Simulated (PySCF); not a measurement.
**Working out the electron affinity of Ga**

Ga- [Ar] 3d10 4s2 4p2 (3P) → Ga [Ar] 3d10 4s2 4p1 (2P). Calculation: PySCF 2.14, in aug-cc-pwCVTZ-PP with ECP10MDF (8s7p6d4f1g, 96 functions); a scalar-relativistic core potential. Frozen: 3s2 3p6 3d10. Energies in hartree (1 hartree = 27.21139 eV):

| part | Ga- (lower) | Ga (upper) |
| --- | --- | --- |
| UHF | -258.299798 | -258.302207 |
| CCSD correlation | -0.060110 | -0.047670 |
| (T) | -0.002486 | -0.000935 |

**Question.** What does Hartree-Fock give?

**Answer.** (-258.302207) − (-258.299798) = -0.002409 hartree = -0.066 eV.

**Question.** What do CCSD and CCSD(T) give?

**Answer.** The CCSD correlation energies differ by 0.012440 hartree = 0.339 eV and the triples by 0.001551 hartree = 0.042 eV, so CCSD gives 0.273 eV and CCSD(T) 0.315 eV.

Reference: 0.301 eV (measured; photodetachment measurements, as compiled on the Wikipedia data page of electron affinities), between the lowest levels; spin-orbit coupling is absent from the calculation.

What remains against the reference includes basis incompleteness, the frozen core and higher excitations.
